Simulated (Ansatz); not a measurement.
`C[N](C)[Al]([Cl])[Cl]` → `[CH2]` (triplet) + `C[NH][Al]([Cl])[Cl]` at 400 K and 1 bar (formal loss of a carbene).

Computed with Ansatz on PBE0-D4/def2-TZVP structures; ΔE is electronic, products minus reactants. CCSD(T)/CBS adds triple-zeta CCSD(T) − MP2 to the extrapolated MP2 energy (def2 sets, frozen cores). This one scheme is used for every species. Triplets are unrestricted, without spin–orbit coupling. One conformer a species, not always the lowest.

```
                species  CCSD(T)/CBS energy (Eh)  H − E (kJ/mol)  S (J/(mol·K))
`C[N](C)[Al]([Cl])[Cl]`              -1296.16308           264.5          421.7
      `[CH2]` (triplet)                -39.09499            59.0          205.7
  `C[NH][Al]([Cl])[Cl]`              -1256.91293           185.2          395.2
```

H − E and S are ideal-gas, rigid-rotor, harmonic terms from PBE0-D4/def2-TZVP, for one conformer and one mirror image of each species, with the whole ground term of open shells counted as degenerate. 1 Eh = 2625.50 kJ/mol, R = 8.31446 J/(mol·K).

Question: By hand: ΔE, ΔH, ΔS and ΔG.

Answer: ΔE = (-39.09499) + (-1256.91293) − (-1296.16308) = 0.15516 Eh = 407.4 kJ/mol. Δ(H − E) = 59.0 + 185.2 − 264.5 = -20.3, so ΔH = 387.1 kJ/mol. ΔS = 205.7 + 395.2 − 421.7 = 179.2 J/(mol·K). ΔG = 387.1 − 400 × (179.2)/1000 = 315.4 kJ/mol.

Question: By hand: the equilibrium constant, and the temperature at which ΔG would vanish if ΔH and ΔS stayed fixed.

Answer: log₁₀ K = −ΔG/(RT ln 10) = -41.2. ΔG = 0 at ΔH/ΔS = 2160 K.

The number of gas molecules changes by +1, which sets the sign of ΔS. A doubt of 5 kJ/mol in ΔE shifts log₁₀ K by 0.7 here. Other conformers and mirror images would add mixing entropy, several J/(mol·K) or more a flexible species. A triplet takes part, so the spin changes. These are equilibria of isolated gas molecules and say nothing of rates. Largest T1 diagnostic: 0.011 (customary marks: 0.02 for closed shells, 0.045 for open ones).
